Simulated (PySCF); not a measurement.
SMILES COCC(O[C]=O)C (C₅H₉O₃), doublet, GFN2-xTB optimised geometry.

```
17

C      1.87     1.07     0.00
O      1.48     0.39    -1.18
C      0.13     0.53    -1.54
C     -0.86    -0.19    -0.62
C     -2.29    -0.09    -1.12
O     -0.49    -1.63    -0.60
C      0.21    -2.10     0.35
O      0.68    -1.67     1.36
H      1.50     2.10     0.00
H      2.95     1.07     0.00
H      1.51     0.55     0.90
H     -0.15     1.60    -1.58
H      0.06     0.10    -2.54
H     -0.77     0.18     0.41
H     -2.36    -0.50    -2.12
H     -2.60     0.95    -1.14
H     -2.95    -0.64    -0.46
```

Density from unrestricted B3LYP/def2-SVP (PySCF) at that geometry.

Minimum of the electron density along straight lines between bonded atoms, close to the bond critical point (lines longer than 1.1 times the sum of covalent radii, or with two minima, are not listed):

| bond | length / Å | ρ at the minimum / e bohr⁻³ | ∇²ρ there / e bohr⁻⁵ | position (fraction from the first atom) |
|---|---|---|---|---|
| C1–O2 | 1.411 | 0.257 | (withheld) | 0.34 |
| O2–C3 | 1.399 | 0.268 | -0.49 | 0.66 |
| C3–C4 | 1.534 | 0.252 | -0.60 | 0.49 |
| C4–C5 | 1.515 | 0.254 | -0.60 | 0.52 |
| C4–O6 | 1.487 | 0.211 | (withheld) | 0.37 |
| O6–C7 | 1.269 | 0.343 | (withheld) | 0.67 |
| C7–O8 | 1.199 | 0.412 | 0.65 | 0.33 |
| C1–H9 | 1.096 | 0.278 | -1.03 | 0.63 |
| C1–H10 | 1.088 | 0.285 | -1.11 | 0.64 |
| C1–H11 | 1.095 | 0.282 | -1.08 | 0.64 |
| C3–H12 | 1.103 | 0.276 | -1.01 | 0.63 |
| C3–H13 | 1.093 | 0.284 | -1.10 | 0.64 |
| C4–H14 | 1.095 | 0.285 | -1.10 | 0.64 |
| C5–H15 | 1.087 | 0.279 | -1.04 | 0.63 |
| C5–H16 | 1.087 | 0.277 | -1.02 | 0.63 |
| C5–H17 | 1.087 | 0.278 | -1.04 | 0.63 |

**Question.** Fill in the missing entries.

**Answer.** 
- C1–O2, ∇²ρ there / e bohr⁻⁵: -0.42
- C4–O6, ∇²ρ there / e bohr⁻⁵: -0.31
- O6–C7, ∇²ρ there / e bohr⁻⁵: 0.16
